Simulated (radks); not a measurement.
Excited configurations of Er2+: one electron is placed in a higher orbital outside [Xe] 4f11. The ground configuration is [Xe] 4f12. Method: Dirac Kohn-Sham, PBEsol, spin-unpolarised, spherical densities, point nucleus; open shells are shared between the two j in proportion to 2j + 1; computed with a radial shooting solver on a logarithmic mesh with Libxc functionals. Excitation = E - E(ground); binding = E(ion) - E, where the ion is the core of charge +3; n* = 3/sqrt(2 binding) in atomic units, and the quantum defect is n - n*. Eigenvalue and <r> are those of j = l + 1/2.

5d: excitation (eV) 6.270; binding (eV) 19.896; n* 2.481; quantum defect 2.519; <r> (bohr) 2.311
5f: excitation (eV) 18.348; binding (eV) 7.818; n* 3.958; quantum defect 1.042; <r> (bohr) 5.778
6s: excitation (eV) 5.960; binding (eV) 20.207; n* 2.462; quantum defect 3.538; <r> (bohr) 3.160
6d: excitation (eV) 16.537; binding (eV) 9.630; n* 3.566; quantum defect 2.434; <r> (bohr) 5.608
6f: excitation (eV) 20.944; binding (eV) 5.223; n* 4.842; quantum defect 1.158; <r> (bohr) 9.900
7s: excitation (eV) 15.894; binding (eV) 10.273; n* 3.452; quantum defect 3.548; <r> (bohr) 6.138
7f: excitation (eV) 22.472; binding (eV) 3.694; n* 5.757; quantum defect 1.243; <r> (bohr) 14.99

The Delta-SCF ionisation energy is 26.167 eV (NIST Atomic Spectra Database: 22.70 eV, semi-empirical). Self-interaction in the functional shifts the binding energies and quantum defects, so they are the method's values and not measured ones. Spin polarisation and multiplet splitting are left out, so open shells lie too high by an amount that depends on their filling. Sharing an open shell by 2j + 1 raises it above the true ground level by a part of the spin-orbit splitting, which enters the differences from NIST.

Beside tabulated values, note that spin-unpolarised runs miss the spin-polarisation part of the exchange energy of open shells.
